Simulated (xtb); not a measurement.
Mo(NH)2(Cl)(NH2) (ClH4MoN3), SMILES [NH]=[Mo]([NH2])([Cl])=[NH], multiplicity 1. All values are semi-empirical tight-binding results from xtb (GFN2-xTB unless named), good for trends rather than for accurate numbers. Coordinates come from a GFN2-xTB optimisation. The spin state was assumed, not searched. The structure was generated by enumeration; whether it is a known compound was not checked. Other conformers were not sampled.

For metal compounds this method's bond lengths and energies can be far off.

Computed properties:
```
Item                                           Value
-------------------------------------  -------------
point group as xtb finds it                       Cs
orbital gap                                  2.99 eV
zero-point energy                      32.3 kcal/mol
G − E(el) at 298.15 K (modified RRHO)  11.9 kcal/mol
```
